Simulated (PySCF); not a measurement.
Job for PySCF: R-HF/3-21G on H2O (SMILES O).

```python
from pyscf import gto, scf, dft, mp
from pyscf.data.elements import chemcore

mol = gto.M(
    atom='''
    O    -0.19241228    0.15656840    3.31437665
    H     0.75988181    0.17674306    3.16463062
    H    -0.38971265   -0.75697179    3.54881337
    ''',
    basis='3-21g',
    charge=0, spin=0, verbose=3, max_memory=1800)
mf = scf.RHF(mol)
mf.conv_tol = 1e-8
mf.max_cycle = 100
mf.kernel()
if not mf.converged:
    mf = mf.newton().run(mf.mo_coeff, mf.mo_occ)
```

The log:

```
converged SCF energy = -75.5857138018033
```

The calculation finished and met its thresholds.

Cost: around 0.05 core-seconds (rough).
